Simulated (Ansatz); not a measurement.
Calculation: frozen-core CCSD(T)/cc-pVTZ // B3LYP-D3(BJ)/def2-TZVP (Ansatz, a program for electronic structure). The geometry is that of the parent before the electron was removed. Warnings of the run: other_roots.

Ansatz 0.2 input:
```yaml
crystal:
  periodic: [false, false, false]
  atoms:
    - { symbol: C, position_ang: [0.99267, -0.284167, 0.035302] }
    - { symbol: N, position_ang: [-0.271013, -0.886652, 0.516788] }
    - { symbol: C, position_ang: [-0.992915, 0.283747, -0.031604] }
    - { symbol: N, position_ang: [0.269431, 0.880355, -0.523298] }
    - { symbol: H, position_ang: [1.522305, -0.870915, -0.723081] }
    - { symbol: H, position_ang: [1.692993, -0.045652, 0.84335] }
    - { symbol: H, position_ang: [-0.502636, -1.751903, 0.046297] }
    - { symbol: H, position_ang: [-1.510259, 0.870537, 0.735413] }
    - { symbol: H, position_ang: [-1.704161, 0.051912, -0.831801] }
    - { symbol: H, position_ang: [0.503584, 1.752736, -0.067365] }
basis:
  gaussian: { orbitals: cc-pVTZ }
correlation:
  method: ccsd_t
total_charge: 1
magnetization:
  spin_polarized: true
  initial_magnetization: 1
```

Output:

```
Functional definition: HF
1173 factors; integrals over basis functions are off by at most 1.0e-3 eV
mean field evaluation 1: about -5106.5265 eV, gradient 3.1e1 eV
mean field evaluation 2: about -5106.5313 eV, gradient 3.1e1 eV
mean field evaluation 4: about -5111.0573 eV, gradient 3.1e0 eV
mean field evaluation 8: about -5111.2672 eV, gradient 1.8e-1 eV
mean field evaluation 16: about -5111.2679 eV, gradient 9.2e-2 eV
mean field evaluation 32: about -5111.2676 eV, gradient 7.7e-2 eV
mean field evaluation 64: about -5111.5083 eV, gradient 5.4e-1 eV
mean field evaluation 96: about -5107.5656 eV, gradient 1.7e-2 eV
mean field evaluation 128: about -5107.5044 eV, gradient 2.6e0 eV
mean field evaluation 160: about -5111.1940 eV, gradient 2.3e0 eV
mean field -5111.51468473 eV, -187.8446999549 hartree, gradient 2.7e-6 eV, S^2 0.766145; 6 other end points of the search recorded, 0 dependent functions left out
determinant -5111.51468473 eV, -187.8446999549 hartree, with singles and doubles -5132.26791594 eV, -188.6073671347 hartree
determinant -5111.51166990 eV, -187.8445891617 hartree, with singles and doubles -5132.26662441 eV, -188.6073196717 hartree
determinant -5111.26739834 eV, -187.8356123477 hartree, with singles and doubles -5132.40508342 eV, -188.6124079466 hartree
determinant -5109.12961665 eV, -187.7570503195 hartree, with singles and doubles -5130.15924434 eV, -188.5298748826 hartree
determinant -5111.51468473 eV, -187.8446999549 hartree, with singles and doubles -5132.06448623 eV, -188.5998912306 hartree
determinant -5111.51166990 eV, -187.8445891617 hartree, with singles and doubles -5132.06342907 eV, -188.5998523807 hartree
determinant -5111.26739834 eV, -187.8356123477 hartree, with singles and doubles -5132.16601039 eV, -188.6036221748 hartree
determinant -5111.51468473 eV, -187.8446999549 hartree, with singles and doubles -5132.14540979 eV, -188.6028651166 hartree
determinant -5111.51166990 eV, -187.8445891617 hartree, with singles and doubles -5132.14471270 eV, -188.6028394992 hartree
determinant -5111.26739834 eV, -187.8356123477 hartree, with singles and doubles -5132.16668855 eV, -188.6036470967 hartree
4 core orbitals not correlated
reference -5111.26739834 eV, -187.8356123477 hartree; 12, 11 occupied and 188, 189 virtual orbitals, 1173 factors
second order -20.18760341 eV of doubles, -0.00000000 eV of singles
cycle   1  -20.21032676 eV  change   -8.7e-1 eV  update   8.9e-2
cycle   2  -20.79706101 eV  change   -5.9e-1 eV  update   3.0e-2
cycle   3  -20.89714942 eV  change   -1.0e-1 eV  update   1.6e-2
cycle   4  -20.89652348 eV  change    6.3e-4 eV  update   7.9e-3
cycle   5  -20.89861168 eV  change   -2.1e-3 eV  update   4.3e-3
cycle   6  -20.89909169 eV  change   -4.8e-4 eV  update   2.0e-3
cycle   7  -20.89927065 eV  change   -1.8e-4 eV  update   7.1e-4
cycle   8  -20.89934139 eV  change   -7.1e-5 eV  update   2.4e-4
cycle   9  -20.89926892 eV  change    7.2e-5 eV  update   9.3e-5
cycle  10  -20.89929304 eV  change   -2.4e-5 eV  update   4.5e-5
cycle  11  -20.89930873 eV  change   -1.6e-5 eV  update   2.9e-5
cycle  12  -20.89930386 eV  change    4.9e-6 eV  update   2.0e-5
perturbative correction -0.96505917 eV, -0.0354652703 hartree
WARN: these amplitudes may be one of several solutions (largest doubles amplitude 0.04, level shift 2.00 eV)
Total energy: -5133.13176137 eV, -188.6391128686 hartree
```

Cost: about 2.1 core-hours (a rough figure).
